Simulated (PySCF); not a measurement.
[Tl(NH2)2]+: from a saddle point downhill

PySCF 2.14.0, RKS PBE0, Tl def2-SVP with ECP60, N def2-SVP, H def2-SVP; non-relativistic Hamiltonian with scalar-relativistic core potentials where named; density fitting; no spin-orbit coupling. Relaxed within the symmetry of its start, the geometry (C2v) is

```xyz
7

Tl    0.0000    0.0000   -0.0290
N     2.0157    0.0000    0.2408
H     2.4318   -0.8267   -0.2000
H     2.4318    0.8267   -0.2000
N    -2.0157    0.0000    0.2408
H    -2.4318    0.8267   -0.2000
H    -2.4318   -0.8267   -0.2000
```

and its lowest harmonic modes are -174, 152, 165, 502, 593, 732 cm⁻¹ (negative: unstable). It was moved along the lowest mode and relaxed again, within the group C2 that the move left.

Where does it end, and how much lower?

In C2, 0.049 eV lower, after 14 steps:
```xyz
7

Tl    0.0000    0.0000   -0.0580
N     2.0041   -0.1309    0.1511
H     2.4535   -0.4638   -0.7063
H     2.4137    0.7707    0.4106
N    -2.0041    0.1309    0.1511
H    -2.4535    0.4638   -0.7063
H    -2.4137   -0.7707    0.4106
```

How do the contacts change?


```
     contact  saddle (Å)  end (Å)
Tl1–N2 (NH2)       2.034    2.019
Tl1–N5 (NH2)       2.034    2.019
```


Is the end a minimum?

Yes; lowest modes 146, 167, 225, 487, 596, 717 cm⁻¹.

State: singlet.
